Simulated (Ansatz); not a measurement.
Geometry optimisation, RKS B3LYP-D4/def2-SVP (Ansatz).

input.yaml

```yaml
crystal:
  periodic: [false, false, false]
  atoms:
    - { symbol: W, position_ang: [0.0, 0.0, 0.0] }
    - { symbol: Cl, position_ang: [1.1194, 0.0, 2.3356] }
    - { symbol: H, position_ang: [1.8219, 0.0, 0.6057] }
    - { symbol: H, position_ang: [0.0, 1.72, 0.0] }
    - { symbol: H, position_ang: [-1.72, 0.0, 0.0] }
    - { symbol: F, position_ang: [0.0, -1.85, 0.0] }
    - { symbol: O, position_ang: [0.0, 0.0, -1.94] }
    - { symbol: H, position_ang: [0.5278, 0.7924, -2.2771] }
basis:
  gaussian: { orbitals: def2-SVP }
hamiltonian:
  xc: b3lyp
  dispersion: d4
relax:
  f_tol: 0.15
  max_steps: 25
  restrain:
    - { distance: [1, 2], at: 2.57, k: 30.0 }
    - { distance: [0, 1], at: 2.39, k: 30.0 }
    - { distance: [0, 2], at: 1.72, k: 30.0 }
output:
  orbitals: {}
```

Launched with:

```bash
$ ansatz run input.yaml --threads 2 --pin off --max-ram 3072MiB --backend cpu --events-out ev --progress --plain --runs-dir out
```

Task: Where does it end, and by what steps?

Result: It converged. The restraints hold the end off the free minimum. After 13 steps the energy has fallen by 4.406 eV (the restraints' own energy left out); H3 moved furthest, 1.17 Å.

```csv
step,energy less start (eV),largest force component (eV/Å),accepted
0,0.0000,3.169,yes
1,-0.8713,2.275,yes
2,-1.8411,1.827,yes
3,-2.9387,1.424,yes
4,-3.6940,0.992,yes
5,-4.1126,1.123,yes
6,-4.2914,1.209,yes
7,-4.3204,1.000,yes
8,-4.3548,0.719,yes
9,-4.3677,0.671,yes
10,-4.3780,0.785,yes
11,-4.3874,0.778,yes
12,-4.4027,0.796,yes
13,-4.4059,0.767,yes
```

```xyz
8
Properties=species:S:1:pos:R:3
W 0.133 -0.184 0.008
Cl 0.925 -0.377 2.223
H 1.406 0.956 0.074
H -0.013 1.465 0.434
H -1.416 0.426 0.199
F -0.307 -2.054 0.143
O 0.269 0.028 -1.806
H 0.753 0.404 -2.552
```

Run time: 45 s on 2 threads of Arm Neoverse V2, on a shared host, peak memory 0.21 GiB.
